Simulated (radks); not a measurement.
Values are calculated unless marked as measured or tabulated.
The silver ion Ag17+, configuration [Ar] 3d10 4s2 (the NIST ground configuration).

Level of theory: Dirac Kohn-Sham, BLYP, spin-unpolarised, spherical densities, finite nucleus; Fermi nuclear charge, rms radius 4.5454 fm (a radial shooting solver on a logarithmic mesh with Libxc functionals).

Energy parts (hartree):
part                        energy
total                  -5206.34881
kinetic                 5453.59577
electron-nucleus      -12116.09794
Hartree                 1591.44460
exchange-correlation    -135.29125

Orbitals (lengths in bohr, moments of r in powers of bohr):
orbital  occ.  eigenvalue (hartree)      <r>      <r^4>
1s1/2       2             -947.0418  0.03111  4.449e-06
2s1/2       2             -153.2341   0.1344  0.0007857
2p1/2       2             -143.6352   0.1140  0.0005110
2p3/2       4             -137.1719   0.1190  0.0005888
3s1/2       2             -40.62718   0.3645    0.03508
3p1/2       2             -36.80704   0.3553    0.03421
3p3/2       4             -35.63599   0.3657    0.03810
3d3/2       4             -28.90767   0.3358    0.03257
3d5/2       6             -28.66757   0.3391    0.03366
4s1/2       2             -16.94496   0.7935     0.6988

The highest occupied level is 4s1/2 at -461.10 eV. Summed over all electrons, <r^2> = 4.127 bohr^2, which gives a Langevin (diamagnetic) susceptibility term of -3.27 x 10^-6 cm^3/mol. The density falls to 0.001 e/bohr^3 at r = 1.67 bohr. The electron density at the nucleus is 1.461e+05 e/bohr^3.
